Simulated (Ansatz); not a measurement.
**F2HSiSn+: where a starting geometry ends**

The starting geometry of this gas-phase singlet was optimised with GFN2-xTB.

```xyz
5

F     0.0554   -1.2888   -1.3383
F    -1.1409   -1.6298    0.6667
Si    0.0585   -0.7331    0.1471
Sn    1.4297    1.8789    0.9143
H    -0.5240    1.8463    0.0792
```

Predict what it relaxes into with r2SCAN-D4/def2-SVP.

A new bond forms, giving a structure with H5 bridging Si3 and Sn4, given below by its coordinates. Distances that change by over a tenth: Si3–H5 (2.65 → 1.82 Å). Contacts that close: Si3–Sn4 (3.05 → 2.59 Å).

The energy falls by 0.79 eV over 18 steps:

```csv
step,E − E(last) (eV)
1,0.794
3,0.140
5,0.075
7,0.065
9,0.043
10,0.026
12,0.003
14,0.001
16,0.000
18,0.000
```

Final geometry (Å):

```yaml
atoms:
  - { symbol: F, position_ang: [0.1187, -0.9921, -1.4302] }
  - { symbol: F, position_ang: [-1.1009, -1.2341, 0.8917] }
  - { symbol: Si, position_ang: [0.0854, -0.5326, 0.0940] }
  - { symbol: Sn, position_ang: [1.2305, 1.6327, 0.9225] }
  - { symbol: H, position_ang: [-0.4549, 1.1996, -0.0090] }
```

Frequencies at the end are all real (lowest 72 cm⁻¹). Atoms past krypton carry core potentials, without spin–orbit terms. Run with Ansatz 0.2.0, 28 s on 1 thread of Intel(R) Xeon(R) 6975P-C (Granite Rapids) (shared host).
